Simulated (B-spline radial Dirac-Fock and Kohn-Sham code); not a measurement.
# Binding energies of Xe²¹⁺ at several levels of theory

System: xenon as Xe²¹⁺ in the configuration [Ar] 3d10 4s2 4p3.

The density-functional columns are spherical, spin-unpolarised Dirac-Kohn-Sham results without Breit or QED terms: −ε is minus the orbital energy of the initial state and ΔSCF the difference of two total energies. The reference in the last column comes from ΔSCF Dirac-Fock with Breit, self-energy and vacuum polarisation, finite nucleus, configuration average. All numbers are from a B-spline atomic structure program, in eV; a selection of levels is shown. For the 1s level of heavy atoms much of the gap between ΔSCF and the reference is the Breit and QED part, -123.6 eV here; for other levels the error of the functional can be larger.

```csv
level,LDA −ε,LDA ΔSCF,Dirac-Fock
1s,34923.0,35309.6,35196.4
2s,5946.6,6028.7,6081.1
2p3/2,5303.9,5397.0,5410.5
3s,1668.2,1703.1,1739.2
3p3/2,1473.1,1507.9,1530.0
3d3/2,1242.5,1280.8,1280.5
3d5/2,1228.9,1266.8,1267.3
4s,703.3,720.9,720.0
4p,640.9,657.9,655.2
```

Values without a named source are computed, but for edge energies of neutral atoms, which are taken from tables.
